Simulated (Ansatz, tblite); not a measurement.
Cost and result up the ladder for the cluster GeO₄H₄ (9 atoms). The state is a singlet with charge 0. Geometry: PBE-D4/def2-SVP.

```xyz
9

Ge    0.4454   -0.1520   -0.4534
O    -0.5503    1.2149    0.2736
O     0.2153   -0.1000   -2.2131
O    -0.2521   -1.6653    0.1855
O    -0.4725    0.8638    1.7076
H    -0.6302   -1.4661    1.0655
H    -0.6806   -0.4120   -2.4445
H    -0.0229    1.6640    2.0514
H     1.9479    0.0527   -0.1726
```

Ansatz on 4 threads of Arm Neoverse V2 on a shared host; xTB runs through tblite on one thread. Times are rough, summed over both states, and most runs start from the orbitals of an earlier one. PBE0-D4/def2-TZVP serves as the yardstick here, not as an exact answer. The other state is a triplet.

The xTB rows come from tblite. The structure holds one bond between oxygen atoms, so isomers without such links may lie far lower. The structure comes from a short search, and lower isomers may exist.

xTB has no spin-polarisation term.

| level | functions | wall time | vertical triplet (eV) | difference from PBE0-D4/def2-TZVP (eV) |
| --- | --- | --- | --- | --- |
| GFN2-xTB | 29 | 0.005 s | 6.23 | 2.09 |
| GFN1-xTB | 33 | 0.008 s | 7.02 | 2.88 |
| PBE-D4/def2-TZVP (with forces) | 196 | 4.3 s | 3.98 | -0.16 |
| PBE0-D4/def2-TZVP | 196 | 7.1 s | 4.14 | 0.00 |
| r2SCAN-D4/def2-TZVP | 196 | 9.2 s | 3.96 | -0.18 |
